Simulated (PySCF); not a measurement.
Homolysis of single bonds, series Ga NH2-H. Isolated molecules, 0 K electronic values unless said otherwise. One relaxed conformer stands for each flexible species; it need not be the lowest. Strings in code marks are SMILES.

The four lowest singlet excitations (Tamm–Dancoff). Level of theory: r2SCAN-D4/def2-TZVP run with PySCF. Excitations are Tamm–Dancoff values on a coarser integration grid. The basis has no diffuse functions, so Rydberg states are missing or too high.

| state | energy (eV) | wavelength (nm) | oscillator strength |
|---|---|---|---|
| S1 | 6.05 | 205 | 0.129 |
| S2 | 6.38 | 194 | 0.000 |
| S3 | 6.92 | 179 | 0.055 |
| S4 | 7.42 | 167 | 0.020 |

### Question
Say which member gives these states.
A) `[NH2][GaH][NH2]`
B) `[NH2][GaH2]`
C) `[NH2][Ga]([NH2])[NH2]`

### Answer
B, `[NH2][GaH2]`
